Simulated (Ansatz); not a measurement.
The lowest doublet and quartet of NO (SMILES [N]=O); geometries from B3LYP-D3(BJ)/def2-TZVP, each state relaxed from the structure named, with no frequency check.
Doublet at the quartet's geometry (charge 0, multiplicity 2):
```xyz
2

N      0.000     0.000    -0.757
O      0.000     0.000     0.663
```

A positive gap puts the quartet lower; no zero-point energy. U- takes an unrestricted doublet. The quartet is unrestricted in single-reference levels. Active spaces average the two states.

Cores are frozen in the correlated methods.

The values were computed with Ansatz (Gaussian basis) for Hartree–Fock, density functionals and correlated methods. Values without a source in brackets are computed.

Problem. One of these levels gives -2.244 eV for the gap E(doublet) − E(quartet), vertical, at the quartet's geometry. Which?
(A) U-SVWN5/def2-TZVPP
(B) SA-CASSCF(11,8)/cc-pVTZ
(C) U-r2SCAN/def2-TZVPP

Solution. C, U-r2SCAN/def2-TZVPP. The others give -3.204 (U-SVWN5/def2-TZVPP), -2.936 (SA-CASSCF(11,8)/cc-pVTZ)

Ansatz is a first-principles code.
